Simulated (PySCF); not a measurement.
## AlCl₃ + HCl → AlH + 2 Cl₂

Level: PBE in the def2-TZVP basis family, all electrons, no relativity, computed in PySCF with density fitting; open shells unrestricted.

```tsv
species	state and structure	E (Eh)	ZPE (kJ/mol)	H(298 K) − H(0) (kJ/mol)	S° (J/(mol K))
AlCl₃	singlet, D3h, Al–Cl 2.085 Å (×3)	-1622.59227	12.3	16.6	314.7
HCl	singlet, C∞v, H–Cl 1.289 Å	-460.62635	17.3	8.7	186.8
AlH	singlet, C∞v, Al–H 1.680 Å	-242.83773	9.5	8.7	188.0
Cl₂	singlet, D∞h, Cl–Cl 2.008 Å	-920.02118	3.2	9.2	223.0
```

(1) What is the electronic reaction energy?

(2) Add zero-point, thermal and entropy terms for 298.15 K and 1 bar.

Results:

(1) At PBE/def2-TZVP, ΔE = 888.8 kJ/mol from the differences of the total energies times 2625.5, uphill. 

(2) ΔZPE = -13.7 and Δ[H(298) − H(0)] = 1.8 kJ/mol give ΔH° = 876.9 kJ/mol. ΔS° = 132.5 J/(mol K), so ΔG° = 876.9 − 298.15 × (0.1325) = 837 kJ/mol.

The structures come from searches over a few start shapes, so lower isomers are not excluded.
